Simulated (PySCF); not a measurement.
**Calculated NMR data**

- shielding tensors at PBE0/pcSseg-1 (GIAO)
- geometry: PBE0-D3(BJ)/def2-SVP
- J couplings at B3LYP/pcJ-1 (spin–dipole term left out of most H,H and C,H couplings)
- run in PySCF
- averaged over atoms made equivalent by symmetry, fast rotation or ring inversion, non-relativistic Hamiltonian, gas phase, one computed conformer

References, each an isolated molecule treated in the same way: ¹H (31.27 ppm), ¹³C (184.41 ppm) vs TMS. Multiplet labels drop J under 1 Hz and among equivalent protons, and merge close values. Unscaled 3J(H,H) run several per cent high. Vicinal couplings that depend on rotamer populations or ring flexing (ring, CH–CH, X–H and H–F types) are those of the one conformer. Couplings to H on boron are left out. Carbons bonded to boron are broad in practice. Shifts are as computed. Against solution values, carbons near 30 ppm lie about +2 ppm off and those near 130 ppm about +5 ppm. Of 1313 compounds with measured shifts, 239 miss one by over three times the rms of a fit or turn the order of signals round; such compounds aren't used in these exercises.

**1.** SMILES C1=C(B)C(B(F)F)=CC=C1, C₆H₆B₂F₂. ¹H NMR (500 MHz, computed): δ 8.00 (d, J = 8.4 Hz, 1H), 7.71 (t, J = 8.4 Hz, 1H), 7.42 (tt, J = 8.3, 1.1 Hz, 1H), 7.40 (br, 2H), 7.31 (dt, J = 8.5, 1.1 Hz, 1H). ¹³C{¹H} NMR (computed): δ 169.0 (t, J = 3.9 Hz), 141.1 (t, J = 6.6 Hz), 140.5, 131.1, 127.9, 122.4 (t, J = 37.3 Hz).

**2.** SMILES C(BCB)C, C₃H₁₀B₂. ¹H NMR (500 MHz, computed): δ 7.75 (br, 2H), 7.62 (br, 1H), 3.51 (m, 2H), 1.45 (m, 2H), 1.15 (t, J = 8.6 Hz, 3H). ¹³C{¹H} NMR (computed): δ 61.1 (CH2), 29.5 (CH2), 12.7 (CH3).
